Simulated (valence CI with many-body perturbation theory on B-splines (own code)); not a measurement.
Results of a calculation; reference values are marked as such.
Energy levels of Ca15+

Method: configuration interaction combined with many-body perturbation theory (CI+MBPT): three valence electrons over a frozen Dirac-Fock core [He], a basis of 11 s, 11 p, 10 d, 8 f, 5 g, 2 h functions for each j, with the one-electron correlation potential Σ1 (screened to all orders), the two-electron term Σ2, the three-electron term Σ3, Breit, model QED; selected single and double excitations, second order for the rest, scaled by the run's own slope (own B-spline code, finite nucleus).

No measured levels were compared; by estimate levels of excited configurations hold to 0.05 to 0.15 % of their energy, terms of the ground configuration to about 0.5 %.

Levels 1 to 45 of 195, with energies above the lowest level, 2s²2p ²P°_1/2. "Leading %" is the weight of the configuration and term that name the level; weights of strongly mixed levels are sums over their largest components and can fall short. In the jj column 3d3/2^4 stands for four electrons in 3d with j = 3/2.

```csv
No.,Configuration,Term,J,E (× 10³ cm⁻¹),Leading %,Leading jj,Second component,g
1,2s²2p,²P°,1/2,0.00,97,2s^2 2p1/2 (97 %),,0.663
2,2s²2p,²P°,3/2,36.62,97,2s^2 2p3/2 (97 %),,1.332
3,2s2p²,⁴P,1/2,267.65,99,2s 2p1/2^2 (52 %),,2.661
4,2s2p²,⁴P,3/2,282.16,100,2s 2p1/2 2p3/2 (91 %),,1.731
5,2s2p²,⁴P,5/2,300.45,99,2s 2p3/2^2 (57 %),,1.595
6,2s2p²,²D,3/2,479.57,99,2s 2p1/2 2p3/2 (74 %),,0.804
7,2s2p²,²D,5/2,482.16,99,2s 2p1/2 2p3/2 (57 %),,1.202
8,2s2p²,²S,1/2,592.57,66,2s 2p1/2^2 (47 %),34 % 2s2p² ²P,1.556
9,2s2p²,²P,1/2,634.27,66,2s 2p3/2^2 (58 %),34 % 2s2p² ²S,1.115
10,2s2p²,²P,3/2,646.12,99,2s 2p3/2^2 (65 %),,1.327
11,2p³,⁴S°,3/2,834.69,99,2p1/2 2p3/2^2 (52 %),,1.990
12,2p³,²D°,3/2,940.18,95,2p1/2 2p3/2^2 (47 %),5 % 2p³ ²P°,0.827
13,2p³,²D°,5/2,945.01,100,2p1/2 2p3/2^2 (100 %),,1.198
14,2p³,²P°,1/2,1053.1,97,2p1/2 2p3/2^2 (97 %),,0.663
15,2p³,²P°,3/2,1062.6,91,2p3/2^3 (71 %),5 % 2p³ ²D°,1.312
16,2s²3s,²S,1/2,4401.7,94,2s^2 3s (94 %),4 % 2p²3s ²S,2.001
17,2s²3p,²P°,1/2,4530.9,91,2s^2 3p1/2 (91 %),4 % 2p²3p ²P°,0.665
18,2s²3p,²P°,3/2,4541.0,91,2s^2 3p3/2 (91 %),4 % 2p²3p ²P°,1.333
19,2s²3d,²D,3/2,4660.9,94,2s^2 3d3/2 (94 %),5 % 2p²3d ²D,0.799
20,2s²3d,²D,5/2,4663.8,94,2s^2 3d5/2 (94 %),5 % 2p²3d ²D,1.200
21,2s2p3s,⁴P°,1/2,4664.7,98,2s 2p1/2 3s (92 %),,2.652
22,2s2p3s,⁴P°,3/2,4675.7,96,2s 2p1/2 3s (66 %),,1.724
23,2s2p3s,⁴P°,5/2,4699.3,98,2s 2p3/2 3s (98 %),,1.599
24,2s2p3s,²P°,1/2,4730.7,95,2s 2p1/2 3s (76 %),,0.676
25,2s2p3s,²P°,3/2,4756.1,93,2s 2p3/2 3s (88 %),,1.339
26,2s2p3p,⁴D,1/2,4779.6,72,2s 2p1/2 3p1/2 (94 %),26 % 2s2p3p ²P,0.189
27,2s2p3p,⁴D,3/2,4789.2,76,2s 2p1/2 3p1/2 (64 %),20 % 2s2p3p ²P,1.234
28,2s2p3p,²P,1/2,4803.0,67,2s 2p1/2 3p3/2 (50 %),27 % 2s2p3p ⁴D,0.514
29,2s2p3p,²P,3/2,4805.2,57,2s 2p1/2 3p3/2 (56 %),20 % 2s2p3p ⁴D,1.387
30,2s2p3p,⁴D,5/2,4806.1,97,2s 2p1/2 3p3/2 (52 %),,1.374
31,2s2p3p,⁴D,7/2,4827.1,99,2s 2p3/2 3p3/2 (99 %),,1.428
32,2s2p3p,⁴S,3/2,4832.1,67,2s 2p3/2 3p3/2 (53 %),15 % 2s2p3p ⁴P,1.823
33,2s2p3p,⁴P,1/2,4838.0,96,2s 2p1/2 3p1/2 (57 %),,2.638
34,2s2p3p,⁴P,3/2,4853.1,72,2s 2p3/2 3p1/2 (78 %),15 % 2s2p3p ⁴S,1.659
35,2s2p3p,²D,3/2,4859.4,80,2s 2p3/2 3p3/2 (45 %),8 % 2s2p3p ⁴P,0.957
36,2s2p3p,⁴P,5/2,4860.0,87,2s 2p3/2 3p1/2 (47 %),10 % 2s2p3p ²D,1.555
37,2s2p3p,²D,5/2,4881.8,88,2s 2p3/2 3p3/2 (72 %),10 % 2s2p3p ⁴P,1.238
38,2s2p3d,⁴F°,3/2,4893.5,95,2s 2p1/2 3d3/2 (88 %),,0.427
39,2s2p3d,⁴F°,5/2,4900.2,93,2s 2p1/2 3d3/2 (43 %),5 % 2s2p3d ⁴D°,1.046
40,2s2p3d,⁴F°,7/2,4910.7,92,2s 2p1/2 3d5/2 (53 %),7 % 2s2p3d ⁴D°,1.250
41,2s2p3p,²S,1/2,4912.0,95,2s 2p3/2 3p3/2 (68 %),,1.980
42,2s2p3d,⁴F°,9/2,4928.4,100,2s 2p3/2 3d5/2 (100 %),,1.333
43,2s2p3d,⁴P°,5/2,4931.1,38,2s 2p1/2 3d5/2 (77 %),35 % 2s2p3d ⁴D°,1.412
44,2s2p3s,²P°,1/2,4932.1,84,2s 2p3/2 3s (61 %),10 % 2s2p3d ⁴D°,0.602
45,2s2p3s,²P°,3/2,4932.8,50,2s 2p3/2 3s (36 %),27 % 2s2p3d ⁴D°,1.272
```

Names give the largest LS component (configuration and term), which can be under half, so a name can repeat, a term be missing and a line seem to break the LS rules; names also repeat where a configuration has a term twice.

The ionisation energy to 2s² ¹S0 of the next ion comes out as 973.74 eV (NIST: 973.7 ± 0.3 eV (semi-empirical)). All 195 levels together are meant to be complete up to 6588.2 × 10³ cm⁻¹.
